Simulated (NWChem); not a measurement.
Species: FeCl3, sextet; SMILES [Cl][Fe]([Cl])[Cl]

Results from NWChem. Spin-unrestricted. Medium grid unless said otherwise, to which SCAN and Minnesota functionals are sensitive. Structure relaxed at the PBE0/def2-SVP, spin-unrestricted level. No stability test was run on the SCF state. Level r2SCAN/def2-SVP: energy and gradient; each run changes one setting, and changes count from the defaults (medium grid, exact Coulomb integrals, symmetry on).

Which setting moves the energy most, and by about how much (Coulomb fitting, Weigend set; tight SCF thresholds and tolerances; Becke weights; defaults)?

Coulomb fitting, Weigend set, by about 300 μHa.
```json
[
 {"setting": "defaults", "size of the energy change (μHa)": "< 10", "largest change of a gradient component (μHa/bohr)": "< 30", "time, defaults = 1 (rough)": "about 1"},
 {"setting": "Becke weights", "size of the energy change (μHa)": "< 10", "largest change of a gradient component (μHa/bohr)": "40", "time, defaults = 1 (rough)": "about 1"},
 {"setting": "Coulomb fitting, Weigend set", "size of the energy change (μHa)": "300", "largest change of a gradient component (μHa/bohr)": "< 30", "time, defaults = 1 (rough)": "0.4"},
 {"setting": "tight SCF thresholds and tolerances", "size of the energy change (μHa)": "< 10", "largest change of a gradient component (μHa/bohr)": "< 30", "time, defaults = 1 (rough)": "about 1"}
]
```
